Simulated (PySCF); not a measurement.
Input of a run (PBE0-D3(BJ)/def2-SVP geometry optimisation, gas phase (PySCF 2.14.0)), started from GFN2-xTB:
```
{"job": {"xc": "PBE0", "basis": "def2-SVP", "d3": "d3bj", "grid": 1, "kind": "geom"}, "charge": 0, "multiplicity": 1}
C     -1.809728    -0.041030     0.751286
C     -1.582373     0.217682    -0.735208
C     -1.240609    -1.080415    -1.460998
C     -0.469635     1.261972    -0.938713
C      0.797558     0.817064    -0.396877
C      1.840071     0.421194     0.063830
Ge     3.459722    -0.208464     0.791900
H     -2.081223     0.877857     1.267052
H     -0.902519    -0.434893     1.205002
H     -2.610883    -0.762951     0.892778
H     -2.502206     0.630690    -1.166045
H     -2.037512    -1.809085    -1.329969
H     -0.318470    -1.500432    -1.064319
H     -1.107398    -0.905136    -2.526766
H     -0.752830     2.198789    -0.449089
H     -0.344369     1.461153    -2.007319
H      3.171510    -1.354873     1.703997
H      4.358942    -0.663724    -0.308398
H      4.122147     0.883853     1.562140
```

Output (energies in Eh, forces in Eh/bohr):
```
step   0  E = -2311.83011169  max force = 0.018349
step   1  E = -2311.83374738  max force = 0.003394
step   2  E = -2311.83395658  max force = 0.000597
step   3  E = -2311.83396433  max force = 0.000325
optimisation converged
```

Problem. Summarise the run.

Solution. The energy falls by 0.105 eV over 4 energy and gradient evaluations, the largest force component goes from 0.0183 to 3.2e-04 Eh/bohr, and the atoms move by 0.070 Å rms after alignment. Among the bonds, Ge7–H17, Ge7–H18 and Ge7–H19 change most and about equally (+0.044 to +0.045 Å). Bonds longer at the end by more than 0.005 Å: 15 of 18; shorter: 0. The energy never rose by more than 1e-6 Eh on the way. The first step brought 94 % of the lowering.

Problem. What are the final bond lengths?

Solution. C1–C2 1.523 Å, C2–C3 1.523 Å, C2–C4 1.541 Å, C4–C5 1.456 Å, C5≡C6 1.219 Å, C6–Ge7 1.893 Å, C1–H8 1.101 Å, C1–H9 1.102 Å, C1–H10 1.101 Å, C2–H11 1.105 Å, C3–H12 1.101 Å, C3–H13 1.102 Å, C3–H14 1.101 Å, C4–H15 1.104 Å, C4–H16 1.104 Å, Ge7–H17 1.537 Å, Ge7–H18 1.537 Å, Ge7–H19 1.537 Å. Numbering counts from 1 in the input's order; the species is `C(CC#[C][GeH3])(C)C`.

The run used 176 basis functions and 28 SCF cycles in all.

PBE0-D3(BJ)/def2-SVP frequencies: not computed here. One conformer, not necessarily the lowest.

The values belong to the conformer `[CH3:1][CH:2]([CH3:3])[CH2:4][C:5]#[C:6][GeH3:7]`: C1–C2–C4–C5 63°.
